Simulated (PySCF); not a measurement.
Computed IR spectrum (relative IR intensity) of a molecule CH5ClFNSi. Coordinates come from a PBE-D3(BJ)/def2-SVP optimisation. The values are those of a single conformer. Level of theory: PBE-D3(BJ)/def2-SVP run with PySCF 2.14.0. Frequencies are harmonic and unscaled.

Lines under 2 % of the strongest are left out, and lines within 2 cm⁻¹ are merged.

```tsv
ν (cm⁻¹)	relative intensity
211	4.6
242	14
328	14
537	39
652	4.1
712	60
789	34
812	20
825	100
890	64
1049	5.2
1064	2.6
1365	2.3
1585	8.6
2188	52
2973	4.3
3029	2.1
```

**Question.** Identify the compound among the candidates.
A. CN[Si@H](F)Cl
B. NC[Si@H](F)Cl
C. C[Si@@](N)(F)Cl
D. N[Si@@H](Cl)CF

**Answer.** B, NC[Si@H](F)Cl
